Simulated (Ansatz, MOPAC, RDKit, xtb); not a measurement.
Pair of molecules: SiH4 (SMILES [SiH4]) (first 5 atoms) with CH6Si (SMILES C[SiH3]); geometry from B3LYP-D3(BJ)/def2-TZVP, rigid monomers moved along the line of their centres of mass till Si1···H8 is 2.85 Å.
(charge 0, multiplicity 1):
```xyz
13

Si     0.016    -0.302     0.192
H     -1.178    -0.198     1.059
H     -0.366    -0.032    -1.213
H      0.577    -1.668     0.297
H      1.031     0.680     0.631
C      0.831    -0.796     3.720
Si    -0.385     0.610     3.969
H      0.649    -1.319     2.780
H      0.746    -1.525     4.528
H      1.858    -0.426     3.707
H     -0.216     1.646     2.922
H     -0.170     1.247     5.292
H     -1.780     0.111     3.912
```

Interaction energies are E(AB) − E(A) − E(B) at the monomers' geometry in the complex; basis-set methods are counterpoise corrected.

The state reached by PM6 isn't checked.

Codes used: Ansatz (a first-principles code) with Gaussian orbitals; MOPAC for PM6 (differences of heats of formation); RDKit for the force fields; xtb for the GFN methods. Each number belongs to the level named beside it.

Q: One of these levels gives 3.15 kcal/mol for the interaction energy. Which one is it?
(A) HF/aug-cc-pV(D+d)Z
(B) PM6
(C) MMFF94
(D) GFN-FF

A: A, HF/aug-cc-pV(D+d)Z. The others give 4.64 (MMFF94), -0.96 (GFN-FF), 1.22 (PM6)
